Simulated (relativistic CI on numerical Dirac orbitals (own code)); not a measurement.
# Lu2+: resonant inelastic scattering at the L2,3 edge

Computed with this model: Dirac-Coulomb-Breit CI, separate exchange-only KLI orbitals for each configuration, model QED (radiative potential, 1s self-energy scaled to tabulated hydrogen-like ionisation energies), valence Slater integrals scaled by 0.8, Kramers-Heisenberg scattering through one core-hole configuration in a parametric crystal field; configurations [Xe] 4f14 5d → [He] 2s2 2p5 3s2 3p6 3d10 4s2 4p6 4d10 4f14 5s2 5p6 5d2; 300 K; core-hole width 7.5 eV; summed over polarisations. Incident energies are the highest absorption maxima for each field (at most a few, so the weaker spin-orbit partner edge can be absent), on the computed scale of the free ion. Intensities are in per cent of the strongest line above 0.02 eV; levels within 1 cm⁻¹ are merged; final levels count from the ground level, the first row holds all elastic scattering, lines under 0.4 are left out and each table stops after 24 rows. The scale of the Slater integrals is a model choice and moves the terms in proportion. The configuration is assumed, with all valence electrons in the open shell; the free ion's ground configuration is another.

Field parameters in Wybourne normalisation: Oh B⁴₀ = 21Dq, B⁴₄ = √(5/14) B⁴₀. The field is a parameter set, without covalency.

S is read from ⟨S²⟩ = S(S + 1).

Oh, 10Dq = 5500 cm⁻¹:

| Final level (eV) | Degeneracy | Irrep | S | 9245.3 eV | 10350.6 eV |
| --- | --- | --- | --- | --- | --- |
| 0.000 | 4 | Γ8 | 0.50 | 3960.6 | 672.1 |
| 0.178 | 2 | Γ7 | 0.50 | 73.1 | 1.7 |
| 0.777 | 4 | Γ8 | 0.50 | 100.0 | 58.4 |

Oh, 10Dq = 12450 cm⁻¹:

| Final level (eV) | Degeneracy | Irrep | S | 9245.3 eV | 10350.7 eV |
| --- | --- | --- | --- | --- | --- |
| 0.000 | 4 | Γ8 | 0.50 | 3528.4 | 612.0 |
| 0.166 | 2 | Γ7 | 0.50 | 80.1 | 1.6 |
| 1.616 | 4 | Γ8 | 0.50 | 100.0 | 63.0 |

Oh, 10Dq = 19400 cm⁻¹:

```csv
Final level (eV),Degeneracy,Irrep,S,9245.4 eV,10350.7 eV
0.000,4,Γ8,0.50,3313.1,586.0
0.163,2,Γ7,0.50,81.6,1.4
2.471,4,Γ8,0.50,100.0,62.5
```

For the first field the strongest loss at the lowest incident energy is the level at 0.78 eV (S = 0.50, against 0.50 in the thermal ground state).
